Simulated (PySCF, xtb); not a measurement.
hexafluorobutadiene (C₄F₆), SMILES FC(F)=C(F)C(F)=C(F)F.

GFN2-xTB (xtb) at its own geometry gives an orbital gap of 3.34 eV and a dipole moment of 0.00 D.

The structure is a stationary point at B3LYP-D3(BJ)/def2-SVP. Other conformers were not sampled.

What does ωB97X/def2-SVP run with PySCF give? (An estimate is asked for; the answer gives what the named calculation found.)

gap 10.17 eV (levels -9.07 and 1.11 eV), dipole 0.00 D.
